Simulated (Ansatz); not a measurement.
## CH6O3Sn (SMILES C[Sn](O)(O)O): the energy to break a bond

The species is CH6O3Sn (11 atoms), meant as a singlet with charge 0. SMILES: `C[Sn](O)(O)O`. The shape was relaxed beforehand at B3LYP/def2-SVP. This is one conformer, not always the lowest.

```xyz
11

C    -1.6565    0.8323    0.1633
Sn    0.2492   -0.1251   -0.0245
O     0.6405   -1.3508    1.4993
O     1.7555    1.1802   -0.0940
O     0.3883   -1.2285   -1.6799
H    -1.4993    1.8672    0.4964
H    -2.1551    0.8199   -0.8154
H    -2.2557    0.2825    0.9018
H     1.5114   -1.1556    1.8755
H     2.3251    0.9993   -0.8561
H     0.6966   -2.1215   -1.4665
```

Wanted: the dissociation energy of the H7–C1 bond into doublet H and doublet CH5O3Sn (shapes relaxed at B3LYP/def2-SVP, no zero-point term). 1 Eh = 2625.50 kJ/mol = 27.2114 eV. Totals in Eh; open shells run unrestricted unless said.

| level | program | CH6O3Sn | doublet H | doublet CH5O3Sn |
| --- | --- | --- | --- | --- |
| SVWN5/def2-SVP (core potential) | Ansatz | -479.183353 | -0.477468 | -478.510957 |
| PBE/def2-SVP (core potential) | Ansatz | -481.218159 | -0.498629 | -480.545518 |
| wB97M-V/def2-SVP (core potential) | Ansatz | -481.368419 | -0.491712 | -480.696780 |

Q: Work out the dissociation energy at each level.

A: 
1. SVWN5/def2-SVP (core potential): (-0.477468) + (-478.510957) − (-479.183353) = 0.194928 Eh = 511.8 kJ/mol = 5.30 eV.
2. PBE/def2-SVP (core potential): (-0.498629) + (-480.545518) − (-481.218159) = 0.174012 Eh = 456.9 kJ/mol = 4.74 eV.
3. wB97M-V/def2-SVP (core potential): (-0.491712) + (-480.696780) − (-481.368419) = 0.179927 Eh = 472.4 kJ/mol = 4.90 eV.

The levels span 457 to 512 kJ/mol; no measured value is set beside them. A bond enthalpy at 298 K also holds the loss of zero-point energy and thermal terms.
